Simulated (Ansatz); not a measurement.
Z-matrix (Å, degrees):
```
N
Si 1 1.700
H 1 1.008 2 120.3
H 1 1.006 2 121.3 3 -152.1
O 2 1.644 1 104.1 3 -39.7
Br 2 2.253 1 107.5 3 -160.5
H 5 0.959 2 116.4 1 170.1
```

The species carries charge 0 and has multiplicity 2.

Question: List the ωB97M-V/def2-TZVPP orbital energies in eV (the Gaussian-basis code of Ansatz). (Estimate.)

Answer: Ansatz gave: α occupied: -13156.40, -1808.37, -1708.73, -1536.93, -1536.87, -1536.87, -526.58, -394.60, -241.58, -181.26, -181.08, -181.08, -149.23, -103.41, -103.36, -103.31, -74.64, -74.58, -74.58, -74.44, -74.44, -31.35, -27.01, -24.12, -18.62, -16.89, -15.68, -14.44, -13.42, -12.47, -11.41, -10.68, -10.49, -7.54. α empty: 2.14, 2.37, 2.97, 3.60, 4.13, 4.48, 5.95, 6.42. β occupied: -13156.38, -1808.29, -1708.72, -1536.90, -1536.87, -1536.86, -526.51, -394.52, -241.56, -181.22, -181.07, -181.06, -149.13, -103.30, -103.24, -103.17, -74.60, -74.56, -74.55, -74.43, -74.43, -31.19, -26.84, -23.95, -18.45, -16.77, -15.44, -14.08, -13.12, -12.04, -11.05, -10.61, -10.27. β empty: -0.62, 2.29, 2.47, 3.30, 3.61, 4.31, 4.54, 6.05. ⟨S²⟩ = 0.752.
